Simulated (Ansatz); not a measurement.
```yaml
crystal:
  periodic: [false, false, false]
  atoms:
    - {symbol: B, position_ang: [-0.716905, -0.297120, 0.168343]}
    - {symbol: B, position_ang: [0.717061, 0.296834, -0.168152]}
    - {symbol: F, position_ang: [-1.037238, -0.575796, 1.302942]}
    - {symbol: F, position_ang: [1.708994, -0.066042, 0.425139]}
    - {symbol: F, position_ang: [-1.540971, -0.492093, -0.697978]}
    - {symbol: F, position_ang: [0.869049, 1.134216, -1.030296]}
basis:
  gaussian: {orbitals: pcseg-2, nuclear_model: gaussian}
total_charge: 1
magnetization: {spin_polarized: true, initial_magnetization: 1}
hamiltonian: {xc: {name: SPW92}}
output: {forces: true}
```

```sh
$ ansatz run in.yaml --threads 4 --pin off --events-out ev --progress --plain --max-ram 3916MiB
```

Shortened log:

```
Functional definition: SPW92
976 factors; their error is unknown
mean field evaluation 1: about -12125.0271 eV, gradient 6.1e1 eV
mean field evaluation 2: about -12105.7160 eV, gradient 1.0e2 eV
mean field evaluation 4: about -12134.2675 eV, gradient 1.7e0 eV
mean field evaluation 8: about -12134.2235 eV, gradient 2.1e-1 eV
mean field evaluation 16: about -12134.2236 eV, gradient 1.5e-5 eV
mean field -12134.22355106 eV, -445.9244906295 hartree, gradient 1.5e-5 eV, S^2 0.750729; 1 other end points of the search recorded, 0 dependent functions left out
reference -12134.22357878 eV, -445.9244916481 hartree; 23, 22 occupied and 157, 158 virtual orbitals, 976 factors
Total energy: -12134.22357878 eV, -445.9244916481 hartree
Atom 0 at    -0.716905    -0.297120     0.168343 Å, force    -2.420167    -1.003117     0.567900 eV/Å
Atom 1 at     0.717061     0.296834    -0.168152 Å, force     2.421362     1.001293    -0.566600 eV/Å
Atom 2 at    -1.037238    -0.575796     1.302942 Å, force     0.342649    -0.599937     5.748349 eV/Å
Atom 3 at     1.708994    -0.066042     0.425139 Å, force     3.337791    -2.917700     3.722048 eV/Å
Atom 4 at    -1.540971    -0.492093    -0.697978 Å, force    -2.386749    -0.246578    -5.268483 eV/Å
Atom 5 at     0.869049     1.134216    -1.030296 Å, force    -1.294885     3.766039    -4.203213 eV/Å
Dipole moment:     0.000110    -0.000207     0.000131 e Å
```

Hardware: 4 threads of Arm Neoverse V1 on a shared host. Wall time 1.4 s.

The dipole of an ion depends on the origin.
